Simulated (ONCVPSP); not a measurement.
# Scattering properties, ONCV potential for Bi (Z = 83)

```
Element                 : bismuth (Bi)
Generator               : ONCVPSP 4.0.1
Type                    : optimised norm-conserving Vanderbilt (ONCV)
Functional              : PBE
Relativity              : scalar-relativistic
Frozen core             : [Kr] 4d10 4f14 5s2
Valence charge          : 21
Reference configuration : 5p6 5d10 6s2 6p3
Partial waves           : 6s: rc 1.90 bohr, ncon 4, nbas 7, qcut 3.1 1/bohr, 2 projectors, debl 2.2 Ha; 5p+6p: rc 1.35 bohr, ncon 3, nbas 6, qcut 12.8 1/bohr, 3 projectors, debl 2.3 Ha; 5d: rc 2.00 bohr, ncon 4, nbas 9, qcut 8.4 1/bohr, 1 projector
Local potential         : polynomial inside 1.30 bohr (lpopt 5, dvloc0 3 Ha)
Core correction         : Teter function, fcfact 4.25, rcfact 1.8
```

The phase is arctan(r·R′/R) of the radial function R(r), unwrapped; energies in Ha, scanned from -5 to 5 Ha. A pole is an energy at which the radial function vanishes at the test radius. The pseudo phase is shifted by a multiple of π to meet the all-electron one at the reference energy, and phase errors are pseudo minus all-electron; the curves can meet again beyond the range given. Levels narrower than the energy grid can be missing from the lists of poles. Where the grid stepped over a known ghost or core level, its pole and its step of π were put in at the level’s energy.

**Question.** For each channel, where are the poles, and over which energies does the pseudopotential scatter like the atom?

**Answer.**

| channel | radius (bohr) | reference energy (Ha) | poles, all-electron | poles, pseudo | unbroken range about the reference energy with phases within 0.05 rad | phase error 1 Ha above the reference energy (rad) |
| --- | --- | --- | --- | --- | --- | --- |
| s | 1.93 | -0.53 | 1.90 | -1.99, 1.90 | -1.9 to 4.4 | -0.000 |
| p | 1.37 | -0.17 | -2.37 | -2.37 | the whole range | +0.000 |
| d | 2.03 | -1.00 | -0.72, 4.91 | -0.72, 4.85 | the whole range | +0.002 |

Note: ghosts flagged at negative energy: s at -54.1 eV; no localised positive-energy state flagged. A true bound ghost makes a file unfit for plane-wave use.

Phases in the d channel:

```csv
E (Ha),all-electron,pseudo
-4.96,1.376,1.377
-4.48,1.362,1.363
-4.00,1.345,1.345
-3.52,1.322,1.322
-3.04,1.290,1.290
-2.56,1.240,1.240
-2.08,1.145,1.146
-1.60,0.844,0.845
-1.12,-1.008,-1.008
-0.64,-1.614,-1.614
-0.16,-1.789,-1.788
0.32,-1.946,-1.943
0.80,-2.207,-2.199
1.28,-2.851,-2.827
1.76,-3.824,-3.806
2.24,-4.270,-4.264
2.72,-4.453,-4.451
3.20,-4.550,-4.550
3.68,-4.612,-4.613
4.16,-4.657,-4.659
4.64,-4.694,-4.697
```
